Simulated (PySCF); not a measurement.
# Electron correlation in Ti (titanium, neutral)

[Ar] 3d2 4s2, high-spin 3F determinant. Calculation: PySCF 2.14, in dyall-av2z (16s12p7d2f, 101 functions); the non-relativistic Hamiltonian (point nucleus). Frozen: [Ar]; 4 electrons correlated; the 25 highest virtual orbitals of each spin left out.

```tsv
level	correlation energy (mhartree)
CCSD	-50.72
(T)	-1.57
CCSD(T)	-52.29
```

Diagnostics: T1 = 0.024, D1 = 0.0552, largest double amplitude 0.082.

Cost of the coupled-cluster step: of the order of 26 core-seconds, for 4 correlated electrons.

Iterations:

```
CC2 = 0
CCSD nocc = (np.int64(3), np.int64(1)), nmo = (67, 67)
frozen orbitals [[0, 1, 2, 3, 4, 5, 6, 7, 8, 76, 77, 78, 79, 80, 81, 82, 83, 84, 85, 86, 87, 88, 89, 90, 91, 92, 93, 94, 95, 96, 97, 98, 99, 100], [0, 1, 2, 3, 4, 5, 6, 7, 8, 76, 77, 78, 79, 80, 81, 82, 83, 84, 85, 86, 87, 88, 89, 90, 91, 92, 93, 94, 95, 96, 97, 98, 99, 100]]
max_cycle = 100
direct = 0
conv_tol = 1e-08
conv_tol_normt = 1e-06
diis_space = 8
diis_start_cycle = 0
Init t2, MP2 energy = -0.0379423822776385
Init E_corr(UCCSD) = -0.0379423822810413
cycle = 1  E_corr(UCCSD) = -0.0452826094849881  dE = -0.0073402272  norm(t1,t2) = 0.0665787
cycle = 2  E_corr(UCCSD) = -0.0480801599929697  dE = -0.00279755051  norm(t1,t2) = 0.0325655
cycle = 3  E_corr(UCCSD) = -0.0506334175654971  dE = -0.00255325757  norm(t1,t2) = 0.0173038
cycle = 4  E_corr(UCCSD) = -0.0506380265104264  dE = -4.60894493e-06  norm(t1,t2) = 0.00320798
cycle = 5  E_corr(UCCSD) = -0.0507107581935406  dE = -7.27316831e-05  norm(t1,t2) = 0.00171187
cycle = 6  E_corr(UCCSD) = -0.0507223668495334  dE = -1.1608656e-05  norm(t1,t2) = 0.000909486
cycle = 7  E_corr(UCCSD) = -0.0507120784274507  dE = 1.02884221e-05  norm(t1,t2) = 0.000392232
cycle = 8  E_corr(UCCSD) = -0.0507236372190138  dE = -1.15587916e-05  norm(t1,t2) = 0.000124943
cycle = 9  E_corr(UCCSD) = -0.0507194484288046  dE = 4.18879021e-06  norm(t1,t2) = 5.22692e-05
cycle = 10  E_corr(UCCSD) = -0.0507199228385707  dE = -4.74409766e-07  norm(t1,t2) = 2.20825e-05
cycle = 11  E_corr(UCCSD) = -0.0507198921185998  dE = 3.0719971e-08  norm(t1,t2) = 7.88462e-06
cycle = 12  E_corr(UCCSD) = -0.0507198120522527  dE = 8.0066347e-08  norm(t1,t2) = 2.99844e-06
cycle = 13  E_corr(UCCSD) = -0.0507198034140689  dE = 8.63818388e-09  norm(t1,t2) = 1.1682e-06
cycle = 14  E_corr(UCCSD) = -0.0507198081380057  dE = -4.72393681e-09  norm(t1,t2) = 4.01747e-07
UCCSD converged
E(UCCSD) = -848.4539463998834  E_corr = -0.05071980813800567
UCCSD(T) correction = -0.00157335571547029
```
